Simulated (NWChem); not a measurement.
# CH3BF2O; SMILES OB(F)CF

```xyz
8

O      1.3460    -0.6455    -0.0003
B      0.0068    -0.5958    -0.0003
F     -0.6852    -1.7280     0.0004
C     -0.7493     0.7938    -0.0014
F      0.1873     1.8184     0.0007
H      1.7037     0.2531    -0.0005
H     -1.3985     0.9003    -0.8889
H     -1.4024     0.9001     0.8833
```
Atoms are numbered in this order, from 1.

Results from NWChem. Pople sets run with spherical d functions. Coordinates come from a PBE0/def2-SVP optimisation. B3LYP is NWChem's, with the RPA form of VWN correlation. Atomic charges in e: unrestrained fits to the electrostatic potential beside Mulliken populations; buried atoms are poorly determined by the fit.

For level Hartree-Fock/6-31G*:

| Quantity | Result |
|---|---|
| ESP O1 | -0.68 |
| Mulliken O1 | -0.72 |
| ESP B2 | 0.79 |
| Mulliken B2 | 0.85 |
| Mulliken F3 | -0.39 |
| Mulliken C4 | -0.12 |
| Mulliken F5 | -0.47 |

Q: Estimate the same quantities for level B3LYP/def2-SVP.

A: The ESP O1 comes out as -0.56. The Mulliken O1 comes out as -0.09 and the ESP B2 comes out as 0.60. The Mulliken B2 comes out as 0.02, the Mulliken F3 is -0.11 and the Mulliken C4 is 0.21. The Mulliken F5 comes out as -0.30.
